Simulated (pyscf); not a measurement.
**`[CH3][O][SnH3]`, singlet**

Gas-phase minimum from PySCF at ωB97X-D3(BJ)/def2-SVP, one conformer. H₃C–O–SnH₃ lies 19.9 kcal/mol over its isomer H₃C–SnH₂–OH (electronic energy, ωB97M-D3(BJ)/def2-TZVP). 

SMILES: C[O][SnH3]
```xyz
9

C     -2.0244     0.4571     0.1924
O     -0.9528    -0.4162     0.4250
Sn     0.6484    -0.3138    -0.7452
H     -2.8151     0.2608     0.9375
H     -2.4789     0.3253    -0.8117
H     -1.7398     1.5257     0.2892
H      1.6885    -1.5070    -0.1250
H      0.1412    -0.6359    -2.3471
H      1.2883     1.2672    -0.6093
```

Bond lengths (Å): C1–O2 1.402, C1–H4 1.104, C1–H5 1.110, C1–H6 1.110, O2–Sn3 1.986, Sn3–H7 1.700, Sn3–H8 1.711, Sn3–H9 1.711. Angles (°): O2–C1–H4 109.0, O2–C1–H5 112.9, O2–C1–H6 112.9, H4–C1–H5 107.2, H4–C1–H6 107.2, H5–C1–H6 107.3, C1–O2–Sn3 119.1, O2–Sn3–H7 104.0, O2–Sn3–H8 107.6, O2–Sn3–H9 107.6, H7–Sn3–H8 113.0, H7–Sn3–H9 113.0, H8–Sn3–H9 111.0.

Properties at ωB97X-D3(BJ)/def2-SVP:

- Harmonic wavenumbers, unscaled: 92, 130, 195, 517, 523, 582, 722, 722, 741, 1159, 1184, 1208, 1482, 1485, 1492, 1964, 1971, 2010, 2983, 3046, 3112 cm⁻¹
- Zero-point energy: 39.1 kcal/mol
- Rotational symmetry number: 1
- Entropy of this conformer at 298 K and 1 atm, rigid rotor and harmonic oscillator, modes under 100 cm⁻¹ raised to 100: 321.9 J/(mol K)
- Dipole moment: 1.63 D

Single-point totals, which compare only within one level (frozen core for MP2 and CC):

```
level                   total energy (hartree)
----------------------  ----------------------
ωB97X-D3(BJ)/def2-TZVP              -331.37973
PBE/def2-TZVP                       -331.10833
r²SCAN/def2-TZVP                    -331.27235
B3LYP-D3(BJ)/def2-TZVP              -331.34894
PBE0-D3(BJ)/def2-TZVP               -331.13200
M06-2X/def2-TZVP                    -331.13211
ωB97M-D3(BJ)/def2-TZVP              -331.31761
HF/def2-TZVPP                       -329.59555
MP2/def2-TZVPP                      -330.35066
CCSD/def2-TZVPP                     -330.37439
CCSD(T)/def2-TZVPP                  -330.39956
```

Soft torsions are taken as harmonic, which can shift the entropy by several J/(mol K). The CCSD(T) − MP2 part came from Ansatz, without density fitting, on the same reference. The frozen core leaves the outer d or s,p core shells of the metals and heavy elements correlated in the MP2 and CC values, and def2-TZVPP describes them poorly, so these totals are far from the basis limit. Elements past Kr carry the def2 core potentials, without spin-orbit coupling.
